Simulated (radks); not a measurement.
The numbers below are computed, except where a source is named.
How relativity changes the ionisation of neutral copper ([Ar] 3d10 4s1) to Cu+ ([Ar] 3d10). Spin-unpolarised spherical Kohn-Sham, PBEsol, point nucleus unless stated (finite: rms radius 3.8823 fm), a radial shooting solver on a logarithmic mesh with Libxc functionals. A level marked "c x" has the speed of light scaled by that factor.

level                        E(Cu) (hartree)  E(Cu+) (hartree)  IE (eV)   HOMO  <r> HOMO (bohr)
non-rel.                         -1638.96169       -1638.67279    7.861     4s            2.978
scalar-rel.                      -1653.49044       -1653.19263    8.104     4s            2.916
scalar-rel., finite nucleus      -1653.48311       -1653.18530    8.104     4s            2.916
Dirac                            -1653.54286       -1653.24502    8.105  4s1/2            2.916
Dirac, finite nucleus            -1653.53552       -1653.23769    8.104  4s1/2            2.916
Dirac, c x 0.75                  -1665.34655       -1665.04125    8.308  3d5/2            1.063
Dirac, c x 10                    -1639.10435       -1638.81537    7.864  4s1/2            2.977
Dirac, c x 100                   -1638.96311       -1638.67422    7.861  4s1/2            2.978

NIST Atomic Spectra Database: 7.726 eV (measured). The relativistic part of the total energy of Cu is -14.57 hartree (Dirac, finite nucleus), 0.89 % of the non-relativistic value. Spin polarisation and multiplet splitting of open shells are left out at every level.

Beside tabulated values, note that spin-unpolarised runs miss the spin-polarisation part of the exchange energy of open shells.
